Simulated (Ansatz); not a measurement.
Z-matrix (Å, degrees):
```
C
C 1 1.498
H 1 1.094 2 109.7
H 1 1.094 2 109.3 3 116.7
H 1 1.088 2 110.5 3 -122.5
O 2 1.205 1 123.4 3 129.2
C 2 1.523 1 115.8 3 -48.4
C 7 1.523 2 107.0 1 89.1
H 7 1.090 2 111.0 1 -28.8
H 7 1.090 2 108.2 1 -151.2
C 8 1.498 7 115.8 2 89.1
O 8 1.205 7 120.7 2 -88.5
H 11 1.094 8 109.3 7 68.3
H 11 1.094 8 109.7 7 -48.4
H 11 1.088 8 110.5 7 -170.9
```

The species carries charge 0 and has multiplicity 1.

**Question.** List the B3LYP/def2-TZVPP orbital energies in eV (the Gaussian-basis code of Ansatz). (Estimate.)

**Answer.** Ansatz gave: Occupied: -520.57, -520.57, -279.72, -279.72, -277.44, -277.12, -277.12, -29.05, -28.89, -21.97, -20.78, -19.70, -15.56, -14.68, -13.42, -13.41, -13.05, -12.17, -12.13, -12.03, -11.27, -10.99, -10.51, -10.29, -10.14, -7.53, -7.16. Lowest empty: -1.52, -0.26, 0.74, 1.38, 2.36, 2.42, 2.65, 2.72.

B3LYP here is the variant with VWN-RPA as its local correlation; programs differ in this.
